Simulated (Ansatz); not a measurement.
Isomers of CH5InO, B3LYP-D3(BJ)/def2-TZVP minima from an xTB search, which can miss the lowest.
Isomer 1, SMILES [CH3][InH][OH] (charge 0, multiplicity 1):
```xyz
8

C     -1.398    -0.116     0.241
In     0.587     0.533    -0.284
O      1.895    -0.954     0.093
H     -1.822     0.541     1.000
H     -1.336    -1.131     0.629
H     -2.045    -0.097    -0.635
H      1.311     1.960    -0.926
H      2.808    -0.736    -0.118
```
Isomer 2, SMILES C[O][InH2] (charge 0, multiplicity 1):
```xyz
8

C     -1.27555    -0.23931     0.10079
O     -0.02231    -0.77920    -0.24723
In     1.70553     0.22797    -0.16431
H     -1.72451    -0.82115     0.91438
H     -1.22598     0.80823     0.43044
H     -1.95719    -0.28429    -0.75674
H      3.01082    -0.75422    -0.66142
H      1.48920     1.84198     0.38409
```

Cores are frozen in the correlated methods. Filled d and f shells under p-block atoms count as core. MP2 and its Hartree–Fock in def2-QZVPP are density fitted.

Codes used: Ansatz (Gaussian basis) for Hartree–Fock, density functionals and correlated methods. Each number belongs to the level named beside it. In def2 rows elements past Kr take small-core potentials, without spin–orbit coupling.

The energy of isomer 2 above isomer 1 is E(isomer 2) − E(isomer 1). Total energies (hartree):

| level | isomer 2 | isomer 1 |
|---|---|---|
| HF/def2-TZVPP | -304.8722921 | -304.8993450 |
| MP2/def2-TZVPP | -305.3711460 | -305.4074187 |
| HF/def2-QZVPP | -304.8798197 | -304.9069142 |
| MP2/def2-QZVPP | -305.4143848 | -305.4516427 |
| CCSD(T)/def2-TZVPP | -305.4164281 | -305.4498047 |

Task: Work out the energy of isomer 2 above isomer 1 at the basis-set limit: extrapolate the MP2 correlation part as X⁻³, take Hartree–Fock from the larger set, and add the CCSD(T) − MP2 difference of def2-TZVPP.

Result: 
1. Differences (1 hartree = 627.509 kcal/mol): HF/def2-TZVPP 16.976; MP2/def2-TZVPP 22.761; HF/def2-QZVPP 17.002; MP2/def2-QZVPP 23.380; CCSD(T)/def2-TZVPP 20.944.
2. Correlation parts, MP2 less HF: 5.786 in def2-TZVPP (X = 3), 6.378 in def2-QZVPP (X = 4).
3. Limit (4³·(6.378) − 3³·(5.786))/(4³ − 3³) = 6.810; with HF/def2-QZVPP it gives 23.812.
4. CCSD(T) less MP2 in def2-TZVPP: -1.817.
Result: 21.99 kcal/mol, against 22.76 at MP2/def2-TZVPP. It is an estimate of this method's limit, not of the exact value.

Ansatz is a program for electronic structure.
